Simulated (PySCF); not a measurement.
Two-component Hartree-Fock for Ca⁺ (calcium, charge +1)

Start: [Ar] 4s1; 4s1/2 filled at m_j = +1/2. Calculated with PySCF 2.14 in x2c-TZVPall-2c (6s7p3d, 42 functions): generalised Hartree-Fock with the X2C-1e Hamiltonian and a Gaussian nucleus; one run each with spin-orbit coupling (SO) switched off, then screened by Boettger's factors.

```tsv
spinor shell	electrons	ε, spin-free (eV)	ε, screened SO (eV)	weight of nominal j (screened SO)	rms radius, screened SO (bohr)
1s1/2	2	-4091.4	-4091.4	1.000	0.0888
2s1/2	2	-468.25	-468.24	1.000	0.393
2p1/2	2	-377.74	-380.31	1.000	0.361
2p3/2	4	-377.74	-376.48	1.000	0.363
3s1/2	2	-68.109	-68.109	1.000	1.24
3p1/2	2	-43.032	-43.326	0.982	1.37
3p3/2	4	-43.032	-42.887	0.991	1.38
4s1/2	1	-11.380	-11.380	1.000	3.95
```

```
   quantity   spin-free  screened SO
E (hartree)  -679.42950   -679.43286
        M_J         1/2          1/2
       ⟨J²⟩       0.750        0.750
       ⟨L²⟩       0.000        0.000
       ⟨S²⟩       0.750        0.750
```

Each row is a mean over spinors that exchange with the open shell spreads, by up to 0.314 eV (3s1/2).

Without spin-orbit coupling the j labels of p, d and f shells carry no meaning; the spin-free column gives the mean over the occupied spinors of each nl shell.
